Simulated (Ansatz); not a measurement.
MoS₄⁻, that is [MoS4]2- with one electron fewer. Charge -1, multiplicity 2. Geometry B3LYP-D4/def2-SVPD, that of the charge -2 singlet; atoms count from 1.

```xyz
5

Mo    0.000    0.000    0.000
S     1.362   -1.167   -1.299
S     0.777   -0.001    2.074
S    -2.016   -0.916   -0.034
S    -0.123    2.083   -0.742
```

In the def2 sets Mo takes a core potential; there is no spin–orbit coupling.

Question: Estimate the Mulliken populations from the PBE0/def2-TZVPD orbitals of Ansatz.

Answer: 
| atom | charge (e) | spin (α − β) | d electrons |
| --- | --- | --- | --- |
| Mo1 | 0.54 | -0.48 | 4.14 |
| S2 | -0.37 | 0.49 | – |
| S3 | -0.44 | 0.02 | – |
| S4 | -0.37 | 0.49 | – |
| S5 | -0.37 | 0.49 | – |
Mulliken values and Mayer orders depend strongly on the basis. With diffuse functions, as here, like atoms can get unlike values, and bond orders can come out too low or too high.

Question: Where does the spin sit?

Answer: Summed by element: Mo -0.48, S 1.48, of 1 unpaired in all. Largest on single atoms: S2 0.49, S4 0.49, S5 0.49.

Question: And the Mayer bond orders between bonded heavy atoms (over 0.3)?

Answer: Mo1–S2 1.66 (2.21 Å); Mo1–S3 1.94 (2.21 Å); Mo1–S4 1.66 (2.21 Å); Mo1–S5 1.66 (2.21 Å).
